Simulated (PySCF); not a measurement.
Selenium: a sound run and one with changed settings

Sound run: Se⁺ [Ar] 3d10 4s2 4p3, Se²⁺ [Ar] 3d10 4s2 4p2. Calculation: PySCF 2.14, in aug-cc-pVDZ-PP with ECP10MDF; a scalar-relativistic core potential. The sound run starts from symmetry-adapted Hartree-Fock orbitals and uses a fine grid where one is needed.

Changed run: basis STO-3G, all-electron and non-relativistic. This setting is unsound on purpose.

| species | method | sound run (hartree) | changed run (hartree) | converged |
| --- | --- | --- | --- | --- |
| Se⁺ | UHF | -371.53325 | -2373.29984 | yes |
| Se⁺ | PBE0 | -372.72646 | -2374.30233 | yes |
| Se⁺ | TPSS | -372.67593 | -2374.45201 | yes |
| Se²⁺ | UHF | -370.76769 | -2372.53530 | yes |
| Se²⁺ | PBE0 | -371.94206 | -2373.51634 | yes |
| Se²⁺ | TPSS | -371.89367 | -2373.66807 | yes |

Ionisation energy of Se⁺:

```tsv
method	sound run (eV)	changed run (eV)
UHF	20.832	20.804
PBE0	21.345	21.388
TPSS	21.286	21.332
```

A minimal basis cannot let orbitals breathe on ionisation and holds almost no correlation. The Hamiltonian changed with the basis, so the totals do not compare.

For comparison, NIST gives 21.196 ± 0.01 eV between the lowest levels.
